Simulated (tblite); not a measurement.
Isomers of C4H8FNSi2. Calculated harmonic vibrations of the isolated species, GFN2-xTB (tblite), most abundant isotopes, no scaling. Against measured fundamentals such values can be off by several per cent, at times by over 20. Modes of hydrogen on silicon can be 10 to 20 % off. One conformer each.

Electronic energies: GFN2-xTB at the same geometries; isomer energies are rough at this level and their order can be wrong.

```
                        SMILES  electronic energy, lowest = 0 (kcal/mol)
      C#C/C=C/N([SiH3])[SiH2]F                                       0.0
N#C[C@H](F)/C([SiH3])=C\[SiH3]                                      72.2
   C=C[C@](F)([SiH3])[SiH2]C#N                                      81.2
      C#C[Si@@](F)(C[SiH3])N=C                                      50.9
```

Task: How do GFN2-xTB zero-point energies change the relative energies?

Result: 
```json
{"SMILES": "C#C/C=C/N([SiH3])[SiH2]F", "ZPE (kcal/mol)": "62.8", "of it from modes above 1550 cm⁻¹": "35.6", "electronic (kcal/mol)": "0.0", "with ZPE, lowest = 0 (kcal/mol)": "0.0", "lowest mode (cm⁻¹)": "23", "rings": "0"}
{"SMILES": "C#C[Si@@](F)(C[SiH3])N=C", "ZPE (kcal/mol)": "64.0", "of it from modes above 1550 cm⁻¹": "37.1", "electronic (kcal/mol)": "50.9", "with ZPE, lowest = 0 (kcal/mol)": "52.1", "lowest mode (cm⁻¹)": "32", "rings": "0"}
{"SMILES": "N#C[C@H](F)/C([SiH3])=C\\[SiH3]", "ZPE (kcal/mol)": "61.1", "of it from modes above 1550 cm⁻¹": "33.7", "electronic (kcal/mol)": "72.2", "with ZPE, lowest = 0 (kcal/mol)": "70.5", "lowest mode (cm⁻¹)": "39", "rings": "0"}
{"SMILES": "C=C[C@](F)([SiH3])[SiH2]C#N", "ZPE (kcal/mol)": "62.0", "of it from modes above 1550 cm⁻¹": "35.5", "electronic (kcal/mol)": "81.2", "with ZPE, lowest = 0 (kcal/mol)": "80.4", "lowest mode (cm⁻¹)": "35", "rings": "0"}
```

The zero-point energies span 2.9 kcal/mol, from `N#C[C@H](F)/C([SiH3])=C\[SiH3]` to `C#C[Si@@](F)(C[SiH3])N=C`. The order is unchanged.

Task: What do entropy and thermal enthalpy add at 298.15 K and 1 bar (rigid rotor, harmonic oscillator, one conformer each)?

Result: 
```json
{"SMILES": "C#C[Si@@](F)(C[SiH3])N=C", "point group": "C1", "symmetry number": "1", "S (cal/(mol K))": "111.0", "H − H(0) (kcal/mol)": "8.36", "ZPE + H − H(0) − TS (kcal/mol)": "39.2"}
{"SMILES": "N#C[C@H](F)/C([SiH3])=C\\[SiH3]", "point group": "C1", "symmetry number": "1", "S (cal/(mol K))": "105.8", "H − H(0) (kcal/mol)": "7.81", "ZPE + H − H(0) − TS (kcal/mol)": "37.4"}
{"SMILES": "C=C[C@](F)([SiH3])[SiH2]C#N", "point group": "C1", "symmetry number": "1", "S (cal/(mol K))": "107.0", "H − H(0) (kcal/mol)": "8.04", "ZPE + H − H(0) − TS (kcal/mol)": "38.1"}
```

Not tabulated: `C#C/C=C/N([SiH3])[SiH2]F` (lowest mode only 22 cm⁻¹).
